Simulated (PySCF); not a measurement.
Si(F)(Cl)(OH)2 (ClFH₂O₂Si), SMILES [Si](Cl)(F)(O)O. The structure is a stationary point at r2SCAN-D4/def2-SVP. One conformer was computed; it need not be the lowest.

Computed equilibrium geometry at r2SCAN-D4/def2-SVP (PySCF confirms it by a frequency run) as Cartesian coordinates in Å (one conformer of several):
```xyz
7

O     -0.6543     1.6605     0.1691
Si    -0.2246     0.0811     0.2379
O     -1.5657    -0.8347     0.0948
F      0.5366    -0.1964     1.6329
Cl     1.0847    -0.4615    -1.2303
H      0.0206     2.3285     0.3376
H     -2.3845    -0.4570     0.4381
```
Charge 0, spin multiplicity 1.
